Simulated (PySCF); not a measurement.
Structure problem from calculated spectra and properties.

Elements present: C, H and O. Monoisotopic mass: 116.0473 u.

* Dipole: 2.16 D [PBE0/def2-SVPD]
* 13C NMR: chemical shifts (computed TMS as zero) by class: 182.3 (1 C), 78.6 (1 C), 72.7 (1 C), 33.5 (1 C), 29.6 (1 C) ppm [GIAO PBE0/pcSseg-1]
* UV, strongest line: among the 6 lowest singlet transitions: S3 at 6.84 eV (181 nm, f = 0.047) [TDDFT PBE0/def2-SVPD]
* 1H NMR: chemical shifts (computed TMS as zero) by class: 6.03 (1 H), 4.68 (1 H), 4.42 (1 H), 4.21 (1 H), 2.33 (1 H), 1.89 (1 H), 1.87 (1 H), 1.84 (1 H) ppm [GIAO PBE0/pcSseg-1]
* Triplet: lowest triplet excitation (Tamm–Dancoff): 5.02 eV [TDA PBE0/def2-SVPD]
* Rotational structure: rotational constants A, B, C: 4.145, 1.530, 1.420 GHz [GFN2-xTB]
* NMR, other nuclei: isotropic shieldings of nuclei other than C and H, by class: -74 (1 O), 123 (1 O), 256 (1 O) ppm [GIAO PBE0/pcSseg-1]

Electronic properties: PySCF, gas phase, density fitting. Levels stand in brackets. One conformer (not necessarily the lowest) at the GFN2-xTB geometry, without solvent, vibrations or thermal averaging. NMR classes are plain means over equivalent atoms (diastereotopic ones count apart unless rotation or inversion swaps them), as if these changed places fast.

Question: Which formula fits the mass and the elements?

Answer: C5H8O3 (calculated 116.0473). No other formula that holds each of these elements comes within 0.0003 u with a fitting electron parity and a possible valence count.

Question: Give a SMILES that accounts for the data.

Answer: Numbering: `[O:1]=[C:2]([OH:3])[C@H:4]1[CH2:5][CH2:6][CH2:7][O:8]1`. Its formula, C5H8O3, gives 2 degrees of unsaturation: 1 ring and 1 π bond in the structure found. 5 carbons fall into 5 classes; from least to most shielded: carboxylic acid carbon [C2] (182.3 ppm), ring sp3 carbon bound to oxygen [C4] (78.6 ppm), ring sp3 carbon bound to oxygen [C7] (72.7 ppm), ring CH2 carbon [C5] (33.5 ppm), ring CH2 carbon [C6] (29.6 ppm). Hydrogen classes from least to most shielded: 1 H on an acid hydroxyl oxygen, O3 (6.03 ppm), 1 H on an sp3 carbon bound to oxygen, C4 (4.68 ppm), 1 H on an sp3 carbon bound to oxygen, C7 (4.42 ppm), 1 H on an sp3 carbon bound to oxygen, C7 (4.21 ppm), 1 H on a ring CH2 carbon, C5 (2.33 ppm), 1 H on a ring CH2 carbon, C5 (1.89 ppm), 1 H on a ring CH2 carbon, C6 (1.87 ppm), 1 H on a ring CH2 carbon, C6 (1.84 ppm). The other shieldings belong to: -74 ppm, acid carbonyl oxygen [O1]; 123 ppm, acid hydroxyl oxygen [O3]; 256 ppm, cyclic ether oxygen [O8]. The optimised geometry has point group C1 and is an asymmetric top. Structure: `O=C(O)[C@H]1CCCO1` (2-tetrahydrofuroic acid). Computed isomers that give other values at the same levels: `O=C[C@@H]1CO[C@@H]1CO` (13C chemical shifts (computed TMS as zero) by class: 206.4 (1 C), 92.3 (1 C), 71.8 (1 C), 64.9 (1 C), 46.8 (1 C) ppm); `O=C[C@@H]1CO[C@H]1CO` (13C chemical shifts (computed TMS as zero) by class: 205.1 (1 C), 83.4 (1 C), 68.7 (1 C), 67.8 (1 C), 49.5 (1 C) ppm); `C[C@H](C=O)COC=O` (13C chemical shifts (computed TMS as zero) by class: 207.6 (1 C), 166.1 (1 C), 68.2 (1 C), 48.7 (1 C), 12.9 (1 C) ppm). The assignments are read from this structure; whether some other isomer fits the data as well wasn't checked. The mirror image fits equally.
